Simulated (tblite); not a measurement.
Species: C6H3F2O (doublet state).
Atom-mapped SMILES: `[O:1][c:2]1[cH:3][c:4]([F:5])[cH:6][cH:7][c:8]1[F:9]` (hydrogens: H10 on C3; H11 on C6; H12 on C7)

A start from a force field or distance geometry was refined with tblite, GFN2-xTB geometry optimisation, gas phase. Values at the start:

```csv
coordinate,start
O1–C2,1.293 Å
C2–C3,1.403 Å
C2–C8,1.416 Å
C3–C4,1.412 Å
C3–H10,1.086 Å
C4–F5,1.347 Å
C4–C6,1.378 Å
C6–C7,1.394 Å
C6–H11,1.080 Å
C7–C8,1.407 Å
C7–H12,1.077 Å
C8–F9,1.341 Å
O1–C2–C3,120.9°
O1–C2–C8,124.0°
C2–C3–C4,122.1°
C2–C8–F9,120.3°
C3–C2–C8,115.0°
C3–C4–C6,121.5°
F5–C4–C6,119.3°
C7–C8–F9,116.8°
```

Task: How do these coordinates change at the GFN2-xTB level?

Result: 
| coordinate | GFN2-xTB (Å or °) | change |
| --- | --- | --- |
| O1–C2 | 1.228 | -0.065 |
| C2–C8 | 1.467 | +0.051 |
| C3–C4 | 1.363 | -0.049 |
| C2–C3 | 1.451 | +0.048 |
| C7–C8 | 1.373 | -0.034 |
| C4–C6 | 1.403 | +0.025 |
| C8–F9 | 1.331 | -0.010 |
| C3–H10 | 1.079 | -0.007 |
| C6–C7 | 1.389 | -0.005 |
| C4–F5 | 1.343 | -0.004 |
| C7–H12 | 1.079 | +0.002 |
| C6–H11 | 1.078 | -0.002 |
| C2–C8–F9 | 117.3 | -3.0 |
| C7–C8–F9 | 119.4 | +2.6 |
| O1–C2–C3 | 123.3 | +2.4 |
| F5–C4–C6 | 117.4 | -1.9 |
| C3–C4–C6 | 123.0 | +1.5 |
| O1–C2–C8 | 122.5 | -1.5 |
| C2–C3–C4 | 120.7 | -1.4 |
| C3–C2–C8 | 114.1 | -0.9 |

The energy falls by 0.246 eV over 14 L-BFGS steps, the largest force on an atom goes from 3.58 to 0.009 eV/Å, and the atoms move by 0.033 Å rms after alignment. The bond that changes most is O1–C2 (ends: oxygen bonded to C; carbon bonded to 2 C and O), which shortens by 0.065 Å. Bonds longer at the end by more than 0.005 Å: 3 of 12; shorter: 6. Rotational constants go from 3149, 1299, 919.7 to 3209, 1305, 927.7 MHz.

Hardware: an Arm Neoverse V1 with one thread, shared host with 64 logical CPUs at a one-minute load of 23. Cost: under 0.1 s of wall time.

Its GFN2-xTB frequencies are all real (lowest 112 cm⁻¹).

The numbers are calculated, not measured.
